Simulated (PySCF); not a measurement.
Hg²⁺: excitation energy

Hg²⁺ [Xe] 4f14 5d10 (1S) → Hg²⁺ [Xe] 4f14 5d9 6p1 (high-spin determinant), as a difference of total energies. Computed with PySCF 2.14 in def2-TZVPPD with the def2 core potential (60 electrons) (6s6p3d2f1g, 62 functions), with a scalar-relativistic core potential. Correlated levels: valence: 5s2 5p6 frozen; valence and next inner shell: nothing frozen outside the core potential. The calculations carry no spin-orbit coupling.

| method | excitation energy (eV) |
| --- | --- |
| UHF | 14.165 |
| LDA | 14.469 |
| PBE | 14.315 |
| PBE0 | 14.499 |
| r2SCAN | 14.402 |
| B97-3 | 14.774 |
| CAM-B3LYP | 14.430 |
| wB97X | 14.945 |
| wB97X-V | 14.751 |
| MP2 (valence) | 15.092 |
| SCS-MP2 (valence) | 15.105 |
| MP2 (valence and next inner shell) | 14.837 |
| SCS-MP2 (valence and next inner shell) | 14.820 |

How much does correlation contribute at MP2 (valence and next inner shell)?

14.837 − (14.165) = 0.672 eV, measured against UHF.

The determinant of the upper state mixes LS terms, which raises its energy above the lowest term, most at the Hartree-Fock and MP2 levels.
